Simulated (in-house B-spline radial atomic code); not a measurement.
Configurations of the xenon ion Xe⁴⁺, with energies counted from [Kr] 4d10 5s2 5p2. Level of theory: non-relativistic wB97X, spin-polarised, spherical fractional occupations, point nucleus; calculated with a B-spline radial code for spherical atoms. Shells without spins written out take the highest spin.

Caution: exact exchange at fractional occupations of open shells leaves self-interaction of up to several eV.

Occupations are held fixed; configurations that lie above the ionisation limit could autoionise.

| configuration | E - E(ref) (eV) | highest orbital | its <r> (bohr) |
| --- | --- | --- | --- |
| [Kr] 4d10 5s2 5p(1 up, 1 down) | 3.2876 | 5p up | 1.977 |
| [Kr] 4d10 5s2 5p(1 up, 0 down) 5f(1 up, 0 down) | 36.757 | 5f up | 4.311 |
| [Kr] 4d10 5s(0 up, 1 down) 5p(1 up, 1 down) 6f(1 up, 0 down) | 57.237 | 6f up | 7.125 |
| [Kr] 4d9 5s2 5p3 | 64.204 | 5p up | 1.89 |
| [Ar] 3d10 4s2 4p5 4d10 4f1 5s2 5p2 | 166.85 | 4f up | 1.416 |
| [Ar] 3d10 4s2 4p5 4d10 5s2 5p2 5f1 | 183.85 | 5f up | 4.046 |
| [Ar] 3d10 4s2 4p5 4d10 5s2 5p2 6f1 | 189.85 | 6f up | 6.871 |

Order these further configurations by energy, lowest first.
A. [Ar] 3d10 4s2 4p5 4d10 5s2 5p3
B. [Kr] 4d10 5s2 5p1 5d1
C. [Kr] 4d(4 up, 5 down) 5s2 5p(1 up, 1 down) 5d(1 up, 0 down)
D. [Kr] 4d10 4f1 5s1 5p2
E. [Kr] 4d10 5s1 5p2 6d1

B (21.168 eV), D (33.523 eV), E (45.92 eV), C (93.482 eV), A (142.16 eV).

How far above the reference does [Kr] 4d10 4f(1 up, 0 down) 5s(0 up, 1 down) 5p(2 up, 0 down) lie?

36.512 eV; its least bound orbital is 4f up with <r> = 1.661 bohr.

How far above the reference does [Kr] 4d10 5s2 5p1 6d1 lie?

35.866 eV; its least bound orbital is 6d up with <r> = 4.983 bohr.

How far above the reference does [Kr] 4d10 5s2 5p1 6p1 lie?

29.729 eV; its least bound orbital is 6p up with <r> = 3.998 bohr.
